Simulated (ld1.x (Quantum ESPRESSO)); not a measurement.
## Ranking RRKJ potentials for Pt

All share these settings but for the change named:

```
Element                 : platinum
Generator               : ld1.x (Quantum ESPRESSO) 7.5
Type                    : norm-conserving RRKJ (Kleinman–Bylander form)
Functional              : PBEsol
Relativity              : scalar-relativistic
Frozen core             : [Kr] 4d10 4f14
Valence charge          : 18
Reference configuration : 5s2 5p6 5d8 6s0 6p0 (charge +2)
Partial waves           : 5p (bound): rc 1.70 bohr; 5d (bound): rc 2.30 bohr; 5s (bound): rc 1.05 bohr
Local potential         : the s channel
Core correction         : none
rho0                    : 0.02
```

Test errors are all-electron minus pseudo excitation energies from the reference, over 5s2 5p6 5d9 6s1 6p0; 5s2 5p6 5d9 6s0 6p0; 5s2 5p6 5d7 6s0 6p0; 5s2 5p6 5d9 6s0.5 6p0; 5s2 5p6 5d9 6s0 6p1; 5s2 5p6 5d10 6s0 6p0; 5s2 5p6 5d8 6s2 6p0. None of these files shows a bound ghost.

The base gives 321.4 meV.

Of 8 variants that were run, those that failed, showed a ghost or another fault, or gave nearly equal values are left out.

A variant can come out equal or close to the base, since the largest error may sit in a test that the change hardly touches while other tests move.

(1) Rank these variants by their largest absolute test error, smallest first.
A. functional BP86
B. all radii scaled by about 1.19 (s 1.24, p 2.02, d 2.74 bohr)
C. wave 5d (bound): rc 2.30 bohr becomes 5d (bound): rc 2.80 bohr

Answers

(1) C (285.0 meV), A (322.3 meV), B (1132.0 meV).
